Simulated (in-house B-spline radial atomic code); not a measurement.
Values are calculated unless marked as measured or tabulated.
Extrapolating the RPA correlation energy in partial waves: Ti⁴⁺

All-electron RPA on PBE0 orbitals from a B-spline radial code for spherical atoms, scalar-relativistic (spin-free one-electron X2C), finite nucleus, configuration [Ne] 3s2 3p6. With empty states up to angular momentum L the sums are:

```json
{"L": "3", "E_c(L) (hartree)": "-1.019617"}
{"L": "4", "E_c(L) (hartree)": "-1.100751"}
{"L": "5", "E_c(L) (hartree)": "-1.132779"}
{"L": "6", "E_c(L) (hartree)": "-1.147846"}
```

For large l each further wave adds A/(l + 1/2)⁴, because the basis must build the cusp where two electrons meet.

(1) Estimate the limit from L = 5 and L = 6.

(2) How good is the estimate?

Results:

(1) Wave 6 adds -0.015067, against a sum of (l + 1/2)⁻⁴ of 5.60204e-04, so A = -26.896. The sum over l > 6 is ζ(4, 7.5) = 9.6207e-04, close to 1/(3 × 7³) = 9.7182e-04. The tail is -0.025875 and the limit -1.17372 hartree.

(2) A run to L = 11 sums to -1.16630 and extrapolates to -1.17040 hartree, 0.21 millihartree from the run before. The estimate differs from that by -3.32 millihartree, while the bare sum at L = 6 misses 22.6 millihartree (1.9 %).
